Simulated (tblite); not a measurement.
Species: C7H14F2Si.
Atom-mapped SMILES: `[CH3:1][C@@:2]1([F:3])[CH2:4][CH2:5][SiH2:6][CH2:7][C@@H:8]([F:9])[CH2:10]1` (hydrogens: H11, H12, H13 on C1; H14, H15 on C4; H16, H17 on C5; H18, H19 on Si6; H20, H21 on C7; H22 on C8; H23, H24 on C10)

Geometry (GFN2-xTB, Å), atoms numbered from 1 in this order:
```
atom  x, y, z in Å
C1     2.712   -0.380    0.010
C2     1.229   -0.292   -0.351
F3     1.147   -0.433   -1.739
C4     0.470   -1.468    0.272
C5    -1.002   -1.583   -0.129
Si6   -2.172   -0.358    0.738
C7    -1.843    1.416    0.128
C8    -0.582    1.533   -0.707
F9    -0.428    2.872   -1.062
C10    0.693    1.098    0.021
H11    2.846   -0.220    1.076
H12    3.273    0.374   -0.537
H13    3.106   -1.358   -0.255
H14    0.987   -2.378   -0.046
H15    0.562   -1.398    1.357
H16   -1.078   -1.495   -1.213
H17   -1.332   -2.594    0.115
H18   -3.559   -0.729    0.442
H19   -1.931   -0.435    2.187
H20   -1.753    2.103    0.971
H21   -2.681    1.774   -0.471
H22   -0.681    1.004   -1.660
H23    0.544    1.139    1.100
H24    1.462    1.831   -0.241
```

Method: GFN2-xTB as coded in tblite; computed harmonic values from a numerical Hessian at the method's own geometry, unscaled. This tight-binding method is rough: wavenumbers can miss measured ones by several per cent, in bad cases by 10 to 20. Modes of hydrogen on silicon can be 10 to 20 % off. One conformer, not necessarily the lowest.

Harmonic wavenumbers (cm⁻¹): 62.0, 83.9, 140.9, 183.3, 208.6, 217.8, 230.3, 302.2, 337.6, 368.0, 385.7, 400.9, 414.6, 473.6, 502.8, 552.9, 596.0, 665.0, 703.4, 744.7, 771.3, 785.9, 795.8, 830.6, 872.9, 909.1, 942.1, 955.7, 982.4, 1011.8, 1063.5, 1087.9, 1103.2, 1125.4, 1143.6, 1178.3, 1192.9, 1245.8, 1248.8, 1273.5, 1299.3, 1309.7, 1317.9, 1345.3, 1363.8, 1402.8, 1455.6, 1474.6, 1478.1, 1483.3, 1483.7, 1495.6, 2200.6, 2242.8, 2939.9, 2956.8, 2974.7, 2979.7, 2981.2, 2987.1, 2994.6, 2996.6, 2997.5, 3040.1, 3046.5, 3054.5.

A = 1297, B = 1028, C = 679.4 MHz; mass 164.083 u (most abundant isotopes); point group C1, symmetry number 1.

**Question.** What is the zero-point energy?

**Answer.** ½Σν̃ = 42698 cm⁻¹ = 122.08 kcal/mol.

**Question.** What is S at 400 K and 1 bar for an ideal gas of classical rigid rotors and harmonic oscillators?

**Answer.** Translation 42.68, rotation 31.13, vibration 44.57: S = 118.4 cal/(mol K).

**Question.** And Cp and H(400 K) − H(0)?

**Answer.** Cp = 59.91 cal/(mol K), of which vibrations give 51.96 (their classical limit is 66 R = 131.2); H(400 K) − H(0) = 13.14 kcal/mol without the zero-point energy, 9.96 from vibrations.

**Question.** Blend soft modes into free rotors: weight 1/[1 + (100 cm⁻¹/ν̃)⁴] for the oscillator and the rest for a rotor with moment μB/(μ + B), μ = h/(8π²ν), B = 10⁻⁴⁴ kg m². What vibrational entropy results?

**Answer.** 42.54 cal/(mol K) in place of 44.57, which changes −T·S at 400 K by +0.81 kcal/mol.

**Question.** How do the functions run with temperature in this model?

**Answer.** 
```tsv
T (K)	S (cal/(mol K))	Cp (cal/(mol K))	H − H(0) (kcal/mol)	G − H(0) (kcal/mol)	ln q(vib)
150	78.8	25.9	2.37	-9.46	2.50
250	95.2	39.7	5.64	-18.17	5.31
298.15	102.8	46.4	7.71	-22.94	6.75
600	146.8	80.5	27.32	-60.78	16.21
900	183.5	100.1	54.67	-110.51	25.40
```

q(vib) and H(0) count from the zero-point level.

**Question.** What must be added to the electronic energy to get the Gibbs energy at 400 K and 1 bar?

**Answer.** ZPE + [H(400 K) − H(0)] − T·S = 122.08 + 13.14 − 47.35 = 87.87 kcal/mol.

Hindered rotation and anharmonicity are outside this model. Other conformers, if any are populated, would add a mixing term that is left out. The structure is chiral; the term R ln 2 for an equal mix with its mirror image is left out.

Hardware: one thread of an Arm Neoverse N1, no GPU (shared host). Cost: 2.2 s. The figure is for the frequency step alone.
